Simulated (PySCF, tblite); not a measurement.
Compound: C5H13NO3Si.
Geometry (GFN2-xTB, Å), atoms numbered from 1 in this order:
```
atom  x, y, z in Å
C1     2.1819    0.7036   -1.8297
C2     1.5803    0.0662   -0.5741
C3     2.6701   -0.4826    0.3162
O4     2.7388   -0.3469    1.5059
O5     0.7791    0.9932    0.0806
Si6   -0.3619    0.7305    1.2226
O7     0.1290   -0.0465    2.5587
N8    -1.5935   -0.2744    0.5587
C9    -2.1421    0.0067   -0.7466
C10   -2.5446   -0.9402    1.4176
H11    1.3804    1.0308   -2.4860
H12    2.8104   -0.0067   -2.3597
H13    2.7712    1.5724   -1.5484
H14    0.9831   -0.8153   -0.8698
H15    3.4322   -1.0632   -0.2392
H16   -0.6692    2.1289    1.4942
H17    1.0779   -0.1113    2.6869
H18   -2.4123   -0.9296   -1.2451
H19   -1.4039    0.5305   -1.3478
H20   -3.0419    0.6305   -0.6841
H21   -2.8553   -1.8855    0.9635
H22   -2.0761   -1.1383    2.3761
H23   -3.4381   -0.3258    1.5808
```

Theory: PBE0/pcSseg-1 in PySCF (dipole) on a GFN2-xTB geometry, gas phase.

Take the most abundant isotopes and a rigid rotor. The values belong to one conformer with, in the numbering `[CH3:1][C@@H:2]([CH:3]=[O:4])[O:5][Si@H:6]([OH:7])[N:8]([CH3:9])[CH3:10]`, C1–C2–C3–O4 135°, C1–C2–O5–Si6 163°, C2–O5–Si6–O7 57°, O5–Si6–O7–H 14°, O5–Si6–N8–C9 -47°.

Question: What are A, B and C (cm⁻¹)?

Answer: Ia = 300.09, Ib = 616.12, Ic = 796.12 u·Å²; 505379 MHz·u·Å²/I gives 1684, 820.3 and 634.8 MHz, that is A = 0.05618, B = 0.02736, C = 0.02117 cm⁻¹.

Question: What kind of rotor is it?

Answer: An asymmetric top. Ray's parameter κ = (2B − A − C)/(A − C) = -0.647; −1 is the prolate and +1 the oblate limit.

Question: What does the inertial defect say?

Answer: Not planar: Δ = Ic − Ia − Ib = -120.09 u·Å². For a rigid frame Δ = −2 Σ m c², so Σ m c² = 60.04 u·Å² lies off the ab plane: 15.43 from hydrogen and 44.62 from heavier atoms. The atom farthest from that plane is 2.19 Å away.

Question: Give the other two planar moments, Paa and Pbb, and the rms extents of the mass along the axes.

Answer: Paa = Σ m a² = (Ib + Ic − Ia)/2 = 556.08 and Pbb = Σ m b² = (Ia + Ic − Ib)/2 = 240.05 u·Å². With the mass M = 163.07 u, the rms extents √(P/M) along a, b and c are 1.85, 1.21, 0.61 Å.

Question: Where do the levels up to J = 3 lie, in MHz?

Answer: Above 0(0,0):
J = 1: 1(0,1) 1455, 1(1,1) 2319, 1(1,0) 2504
J = 2: 2(0,2) 4338, 2(1,2) 5044, 2(1,1) 5600, 2(2,1) 8191, 2(2,0) 8218
J = 3: 3(0,3) 8600, 3(1,3) 9115, 3(1,2) 10225, 3(2,2) 12557, 3(2,1) 12687, 3(3,1) 17355, 3(3,0) 17358

Question: Which lines would a microwave search look for?

Answer: The dipole components are |μa| = 1.17 D, |μb| = 2.95 D, |μc| = 1.72 D. Intensities carry the squares of the components, which stand as 0.16 : 1.00 : 0.34 (a : b : c). Some lines, for components of 0.1 D or more:

```csv
type,branch,"J(Ka,Kc)",MHz,lower level (cm⁻¹)
a,Q,"2(1,1) ← 2(1,2)",556,0.168
c,Q,"2(1,2) ← 2(0,2)",705,0.145
a,Q,"3(1,2) ← 3(1,3)",1110,0.304
b,R,"1(1,1) ← 0(0,0)",2319,0.000
b,Q,"2(2,1) ← 2(1,2)",3148,0.168
a,R,"3(1,3) ← 2(1,2)",4071,0.168
a,R,"3(0,3) ← 2(0,2)",4262,0.145
c,R,"3(1,2) ← 2(0,2)",5887,0.145
b,R,"2(2,0) ← 1(1,1)",5899,0.077
b,R,"3(2,2) ← 2(1,1)",6957,0.187
c,R,"3(2,2) ← 2(1,2)",7513,0.168
```

Question: Estimate the classical rotational partition function at 25 K, 200 K and 298.15 K.

Answer: Point group C1, symmetry number σ = 1; q = (√π/σ)·√((kT/h)³/(ABC)), k/h = 20836.6 MHz/K: 22500 at 25 K, 509000 at 200 K, 927000 at 298.15 K.

Its GFN2-xTB frequencies are all real (lowest 28 cm⁻¹). These are rigid-rotor constants of the computed structure; measured ground-state constants (B0) also hold zero-point vibration. A rigid rotor knows nothing of internal rotation, which can split or shift real lines. Quadrupole hyperfine structure (14N) is left out.

Time: 2.5 min wall; peak memory 1.1 GiB. Hardware: an Intel Xeon at 2.50 GHz with one thread, no GPU, shared host with 64 logical CPUs at a one-minute load of 55. This is the PBE0/pcSseg-1 job that gave the dipole, with the shieldings it also computed.
